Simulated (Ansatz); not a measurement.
`[OH][Ti]([F])([F])[Br]` + NH₃ → `[NH2][Ti]([OH])([F])[F]` + HBr at 600 K and 1 bar (ligand exchange at a Ti–Br bond).

Gas-phase electronic energies from Ansatz, PBE0-D4/def2-TZVP geometries. CCSD(T)/CBS is the MP2 limit (def2-TZVPP, def2-QZVPP) plus CCSD(T) − MP2 in def2-TZVPP, frozen cores. This one scheme is used for every species. For Br, Ti outer-core shells are correlated without core-valence functions, which leaves a few kJ/mol of doubt a bond. Scalar relativity is left out up to krypton. One conformer a species, not always the lowest.

```csv
species,CCSD(T)/CBS energy (Eh),H − E (kJ/mol),S (J/(mol·K))
`[OH][Ti]([F])([F])[Br]`,-3697.85928,103.6,443.1
NH₃,-56.50880,112.4,219.5
`[NH2][Ti]([OH])([F])[F]`,-1180.41840,173.6,454.8
HBr,-2573.91920,33.5,219.1
```

H − E and S are ideal-gas, rigid-rotor, harmonic terms from PBE0-D4/def2-TZVP, for one conformer and one mirror image of each species. 1 Eh = 2625.50 kJ/mol, R = 8.31446 J/(mol·K).

By hand: ΔE, ΔH, ΔS and ΔG.

ΔE = (-1180.41840) + (-2573.91920) − (-3697.85928) − (-56.50880) = 0.03048 Eh = 80.0 kJ/mol. Δ(H − E) = 173.6 + 33.5 − 103.6 − 112.4 = -8.9, so ΔH = 71.1 kJ/mol. ΔS = 454.8 + 219.1 − 443.1 − 219.5 = 11.3 J/(mol·K). ΔG = 71.1 − 600 × (11.3)/1000 = 64.3 kJ/mol.

By hand: the equilibrium constant, and the temperature at which ΔG would vanish if ΔH and ΔS stayed fixed.

log₁₀ K = −ΔG/(RT ln 10) = -5.6. ΔG = 0 at ΔH/ΔS = 6292 K, far beyond where these terms or the molecules hold.

The number of gas molecules stays the same, so ΔS is small and ΔH decides. A doubt of 5 kJ/mol in ΔE shifts log₁₀ K by 0.4 here. Other conformers and mirror images would add mixing entropy, several J/(mol·K) or more a flexible species. These are equilibria of isolated gas molecules and say nothing of rates. Largest T1 diagnostic: 0.024 (customary marks: 0.02 for closed shells, 0.045 for open ones).
